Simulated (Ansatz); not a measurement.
Isolated molecules relaxed with PBE0-D4/def2-TZVP in Ansatz; ΔE leaves out vibrations. CCSD(T)/CBS adds triple-zeta CCSD(T) − MP2 to the extrapolated MP2 energy (def2 sets, frozen cores). This one scheme is used for every species. DFT in def2-TZVPP. Each species was taken in one conformer, which may not be the lowest.

Reaction (substitution at a C–C bond): `CC(C)CCO` + `N[SiH3]` → `OCCN[SiH3]` + `CCC`

Question: Is it downhill or uphill in electronic energy at CCSD(T)/CBS, and by how much? (Estimate.)

Answer: Computed: Uphill: ΔE = +0.36 eV.

Question: What do these levels give: BLYP-D4, B97M-V, PBE, HF/def2-TZVPP, MP2/def2-QZVPP, CCSD/CBS(def2)? (An estimate is asked.)

Answer: The calculation gave: BLYP-D4 0.24, B97M-V 0.32, PBE 0.24, HF/def2-TZVPP 0.21, MP2/def2-QZVPP 0.39, CCSD/CBS(def2) 0.34 eV.

Largest T1 diagnostic among the species: 0.010.

From BLYP to BHLYP (50 % exact exchange), in def2-TZVPP and without D4, ΔE moves by +0.06 eV. The D4 term adds +0.04 eV with B3LYP and +0.03 eV with PBE0; it sums over pairs of atoms, weighted by their polarisabilities, and B3LYP, whose exchange is more repulsive, gets the larger term.

B3LYP here is the variant with VWN-RPA as its local correlation; programs differ in this.
